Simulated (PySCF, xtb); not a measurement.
Hf(F)2(OH)2 (F2H2HfO2), SMILES [OH][Hf]([OH])([F])[F], multiplicity 1. The values are those of a single conformer.

Harmonic wavenumbers (cm⁻¹) from GFN2-xTB (xtb 6.7.1) at its own minimum, in rising order: 57, 65, 113, 124, 151, 186, 261, 429, 454, 475, 497, 539, 594, 3514, 3583.

Task: What does PBE-D3(BJ)/def2-SVP (PySCF) give at its own minimum? (The exact figures need the calculation; the answer reports its results.)

Result: 149, 150, 163, 163, 166, 186, 237, 261, 308, 636, 638, 695, 712, 3894, 3897. Paired by order, the mean absolute difference is 126 cm⁻¹ and the zero-point energies are 15.8 and 17.5 kcal/mol.
